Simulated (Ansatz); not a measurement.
A nudged elastic band was laid between two geometries of BrH + ClFH2Si (7 atoms, charge 0, multiplicity 1).

All numbers below come from RKS PBE/def2-SVP in Ansatz 0.2.0.

```
movable images  : 9
climbing image  : yes
spring          : 5.0 eV/Å²
optimiser       : quadratic models (default)
start path      : through a guess of the saddle point
force threshold : 0.03 eV/Å
iteration limit : 60
end points      : relaxed
```

First end point:

```xyz
7
Properties=species:S:1:pos:R:3
Si 0.360 -0.077 -0.078
Cl 0.274 -0.272 1.994
H 1.760 0.295 -0.439
H -0.675 0.912 -0.495
F 0.017 -1.524 -0.743
Br -3.516 0.431 1.598
H -2.174 0.129 2.039
```

Last end point:

```xyz
7
Properties=species:S:1:pos:R:3
Si -0.378 -0.277 -0.359
Cl -0.086 1.109 2.939
H 0.715 -0.955 0.397
H -0.280 1.209 -0.437
F -0.403 -0.874 -1.877
Br -2.337 -0.804 0.610
H -1.183 0.486 2.604
```

(1) What changes between the two ends?

(2) Give the energies along the band, and the barrier.

(3) What is the geometry of the highest image?

(4) What are the harmonic wavenumbers there?

## Answers

(1) Bonds broken: Si1–Cl2, Br6–H7. Bonds formed: Si1–Br6, Cl2–H7. BrH + ClFH2Si becomes BrFH2Si + ClH.

(2) The run converged. The highest image is number 6 of 0 to 10, 115.1 kJ/mol above the first end and 109.7 kJ/mol above the last; the last end lies 5.4 kJ/mol above the first. A vibrational analysis at the climbing image gives one clearly imaginary mode, 338i cm⁻¹: a first-order saddle point. The orbitals stay closed-shell, which can raise the energy where a bond breaks towards radicals; this wasn't checked here.

```
image  path coordinate (Å)  energy (kJ/mol)  Si1–Cl2 (Å)  Br6–H7 (Å)  Si1–Br6 (Å)
    0                 0.00              0.0         2.08        1.44         4.25
    1                 0.49              0.2         2.08        1.44         4.18
    2                 0.98              1.0         2.08        1.44         4.09
    3                 1.48              6.9         2.09        1.45         3.76
    4                 1.97             34.5         2.13        1.46         3.37
    5                 2.46             82.7         2.22        1.50         2.98
    6                 2.95            115.1         2.40        1.66         2.63
    7                 3.44             81.7         2.71        1.94         2.41
    8                 3.92             34.6         3.07        2.15         2.30
    9                 4.41              9.2         3.42        2.39         2.26
   10                 4.90              5.4         3.59        2.64         2.25
```

(3) 
```xyz
7
Properties=species:S:1:pos:R:3:forces:R:3
Si -0.158 -0.036 -0.015 0.00 -0.01 -0.01
Cl 0.059 0.467 2.327 0.00 0.00 0.00
H 1.292 -0.395 0.067 0.01 0.00 0.00
H -0.480 1.347 -0.467 0.00 0.00 0.00
F -0.623 -1.128 -1.152 0.00 0.01 0.01
Br -2.548 -0.477 0.987 0.00 0.00 0.00
H -1.495 0.115 2.128 0.00 0.00 0.00
```

(4) 338i, 100, 189, 276, 304, 499, 569, 700, 783, 840, 889, 986, 1143, 2193, 2240 cm⁻¹.

Time of the run: 3.8 min on 2 threads of Arm Neoverse V1 (shared host), peak memory 0.14 GiB.
